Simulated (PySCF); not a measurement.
**Correlation energy of Pd (palladium, neutral)**

[Kr] 4d9 5s1, high-spin 3D determinant (an excited configuration). Calculation: PySCF 2.14, in aug-cc-pVTZ-PP with ECP28MDF (6s6p5d3f2g, 88 functions); a scalar-relativistic core potential. Frozen: 4s2 4p6; 10 electrons correlated.

| level | correlation energy (mhartree) |
| --- | --- |
| CCSD | -314.80 |
| (T) | -14.42 |
| CCSD(T) | -329.22 |

Diagnostics: T1 = 0.018, D1 = 0.0760, largest double amplitude 0.021.

Cost of the coupled-cluster step: about 70 core-seconds, for 10 correlated electrons.

Iterations:

```
CC2 = 0
CCSD nocc = (np.int64(6), np.int64(4)), nmo = (84, 84)
frozen orbitals [[0, 1, 2, 3], [0, 1, 2, 3]]
max_cycle = 100
direct = 0
conv_tol = 1e-08
conv_tol_normt = 1e-06
diis_space = 8
diis_start_cycle = 0
Init t2, MP2 energy = -0.333362984476802
Init E_corr(UCCSD) = -0.333362984477557
cycle = 1  E_corr(UCCSD) = -0.308641686118244  dE = 0.0247212984  norm(t1,t2) = 0.0646566
cycle = 2  E_corr(UCCSD) = -0.314319382073156  dE = -0.00567769595  norm(t1,t2) = 0.0203052
cycle = 3  E_corr(UCCSD) = -0.314167954154564  dE = 0.000151427919  norm(t1,t2) = 0.0105759
cycle = 4  E_corr(UCCSD) = -0.31474920722207  dE = -0.000581253068  norm(t1,t2) = 0.00468958
cycle = 5  E_corr(UCCSD) = -0.314809997144187  dE = -6.07899221e-05  norm(t1,t2) = 0.00077041
cycle = 6  E_corr(UCCSD) = -0.314791825236663  dE = 1.81719075e-05  norm(t1,t2) = 0.000514462
cycle = 7  E_corr(UCCSD) = -0.314791130404319  dE = 6.94832344e-07  norm(t1,t2) = 0.000320783
cycle = 8  E_corr(UCCSD) = -0.314802315387947  dE = -1.11849836e-05  norm(t1,t2) = 0.000199039
cycle = 9  E_corr(UCCSD) = -0.314799733759037  dE = 2.58162891e-06  norm(t1,t2) = 9.23218e-05
cycle = 10  E_corr(UCCSD) = -0.314797178689921  dE = 2.55506912e-06  norm(t1,t2) = 3.51562e-05
cycle = 11  E_corr(UCCSD) = -0.314797596072839  dE = -4.17382918e-07  norm(t1,t2) = 1.50373e-05
cycle = 12  E_corr(UCCSD) = -0.314797639021562  dE = -4.2948723e-08  norm(t1,t2) = 5.30464e-06
cycle = 13  E_corr(UCCSD) = -0.31479763114265  dE = 7.87891236e-09  norm(t1,t2) = 1.79748e-06
cycle = 14  E_corr(UCCSD) = -0.314797685927385  dE = -5.47847347e-08  norm(t1,t2) = 8.49186e-07
cycle = 15  E_corr(UCCSD) = -0.314797679295629  dE = 6.63175581e-09  norm(t1,t2) = 3.09858e-07
UCCSD converged
E(UCCSD) = -126.9271572895263  E_corr = -0.3147976792956289
UCCSD(T) correction = -0.0144208917555016
```
